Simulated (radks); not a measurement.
The nuclear charge of neutral nickel is varied continuously with 28 electrons held in [Ar] 3d8 4s2. Calculated with a radial shooting solver on a logarithmic mesh with Libxc functionals: scalar-relativistic Kohn-Sham, r2SCAN, spin-polarised, spherical densities, finite nucleus; open shells are filled with parallel spins first; meta-GGA in the generalised Kohn-Sham scheme; Fermi nuclear charge, rms radius 3.7757 fm. By the Hellmann-Feynman theorem dE/dZ = E(electron-nucleus)/Z, the electronic potential at the nucleus (averaged over a nucleus of fixed radius). The scalar-relativistic energy here is not variational (the density holds large components alone), so the two differ by a part that grows with Z.

| Z | E (hartree) | E(electron-nucleus)/Z (hartree) | HOMO | e(HOMO) (eV) | <r> HOMO (bohr) |
|---|---|---|---|---|---|
| 27.8 | -1494.82966 | -129.100 | 4s | -4.092 | 2.999 |
| 28 | -1520.80069 | -130.362 | 4s | -5.702 | 2.857 |
| 28.2 | -1547.02436 | -131.620 | 4s | -7.437 | 2.734 |
| 28.4 | -1573.50018 | -132.877 | 4s | -9.289 | 2.627 |
| 28.6 | -1600.22776 | -134.131 | 4s | -11.251 | 2.532 |
| 28.8 | -1627.20676 | -135.384 | 4s | -13.318 | 2.446 |
| 29 | -1654.43693 | -136.636 | 4s | -15.488 | 2.369 |

The central difference of E at Z = 28 is -130.487 hartree, to compare with the third column; the second derivative is -6.32 hartree.
